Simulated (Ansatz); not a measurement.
Reaction (SMILES): [C]#CO -> [C-]#CO (an electron is taken up)

Property: adiabatic electron affinity (0 K, with zero-point energies), in eV. Positive where the reaction releases energy. Conventions: valence correlation only; 6-311+G** with 5d; LANL2DZ all-electron up to Ne; dispersion terms only where a functional's name holds one; six Cartesian d functions in 6-31G* and its kin unless marked 5d; non-relativistic; spin-orbit terms left out; open shells spin-unrestricted. CBS(X,Y): correlation extrapolated as X^-3; Hartree-Fock from the larger set. [CCSD(T)-MP2]/basis is that difference in the basis named. First-principles rows: single points at B3LYP-D3(BJ) geometries (Ansatz, an electronic-structure program), with unscaled harmonic terms from B3LYP/6-31G* (Ansatz) at its own minima. Anions need diffuse functions, which STO-3G, LANL2DZ, def2-SVP, cc-pVDZ and Pople sets without + lack.

Coupled cluster (Ansatz) is a level with limits of its own, used here on species with T1 under 0.025 (0.045 for open shells) and stable references: RI-MP2/CBS(aug-cc-pVTZ,aug-cc-pVQZ)+[CCSD(T)-MP2]/aug-cc-pVTZ.

Value to compare with, RI-MP2/CBS(aug-cc-pVTZ,aug-cc-pVQZ)+[CCSD(T)-MP2]/aug-cc-pVTZ (Ansatz): 2.61 eV.

| level | program | adiabatic electron affinity (0 K, with zero-point energies) (eV) | difference |
|---|---|---|---|
| B3LYP/STO-3G | Ansatz | -1.86 | -4.47 |
| B3LYP/3-21G | Ansatz | 1.49 | -1.12 |
| B3LYP/LANL2DZ | Ansatz | 2.29 | -0.32 |
| B3LYP/6-31G | Ansatz | 1.74 | -0.87 |
| B3LYP/6-31G* | Ansatz | 1.48 | -1.13 |
| B3LYP/6-31+G* | Ansatz | 2.39 | -0.22 |
| B3LYP/6-31G** | Ansatz | 1.48 | -1.13 |
| B3LYP/def2-SVP | Ansatz | 1.83 | -0.78 |
| B3LYP/cc-pVDZ | Ansatz | 1.70 | -0.91 |
| B3LYP/6-311+G** | Ansatz | 2.45 | -0.16 |
| B3LYP/def2-TZVPD | Ansatz | 2.37 | -0.24 |

Among the 10 habitual levels, B3LYP/STO-3G lies farthest from RI-MP2/CBS(aug-cc-pVTZ,aug-cc-pVQZ)+[CCSD(T)-MP2]/aug-cc-pVTZ (Ansatz) (-4.47 eV) and B3LYP/6-311+G** nearest (-0.16); 0 of 10 lie above it, and their mean absolute difference is 1.11 eV, the median 0.89. One case shows no general order.

The sets are all those run for this method; left out are runs that failed, that the program found above a lower state of the same kind, or whose <S^2> lies over 0.5 above the pure value.
